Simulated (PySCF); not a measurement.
F3HOSi. Atoms are numbered in the order given.

```xyz
6

O     -0.1096     1.6394     0.0000
Si    -0.0081     0.0054     0.0000
F      0.7685    -0.5668     1.2933
F     -1.5074    -0.5698     0.0000
F      0.7685    -0.5668    -1.2933
H      0.7239     2.1401     0.0000
```

Geometry: PBE-D3(BJ)/def2-SVP. One conformer was computed; it need not be the lowest.

Calculation: TDDFT-PBE0/def2-SVPD run with PySCF 2.14.0.

Vertical excitations. Gas-phase values at a fixed geometry. State labels are in the subgroup Cs.

Computed excitation energies, oscillator strengths and character:
| state | symmetry | energy (eV) | λ (nm) | f | main pairs |
|---|---|---|---|---|---|
| S1 | A" | 8.62 | 144 | 0.035 | HOMO→LUMO 97 % |
| S2 | A' | 9.56 | 130 | 0.062 | HOMO−1→LUMO 96 % |
| S3 | A" | 10.35 | 120 | 0.003 | HOMO→LUMO+1 69 %, HOMO−2→LUMO 22 % |
| S4 | A" | 10.35 | 120 | 0.000 | HOMO−2→LUMO 73 %, HOMO→LUMO+1 21 % |
| S5 | A' | 10.83 | 114 | 0.050 | HOMO−3→LUMO 90 % |
| S6 | A" | 10.88 | 114 | 0.049 | HOMO−4→LUMO 89 % |
| S7 | A" | 11.03 | 112 | 0.000 | HOMO→LUMO+2 91 % |
| S8 | A' | 11.27 | 110 | 0.038 | HOMO−1→LUMO+1 82 % |
| S9 | A' | 11.41 | 109 | 0.053 | HOMO−6→LUMO 81 % |
| S10 | A" | 11.43 | 108 | 0.052 | HOMO−5→LUMO 90 % |
| T1 | A" | 8.13 | 152 | 0 | HOMO→LUMO 94 % |
| T2 | A' | 9.02 | 137 | 0 | HOMO−1→LUMO 93 % |
| T3 | A" | 10.09 | 123 | 0 | HOMO−2→LUMO 71 %, HOMO→LUMO+1 16 % |
| T4 | A" | 10.11 | 123 | 0 | HOMO→LUMO+1 64 %, HOMO−2→LUMO 19 % |
Triplets are in the Tamm–Dancoff approximation, which puts them higher than full response would, so one can lie above its singlet here.
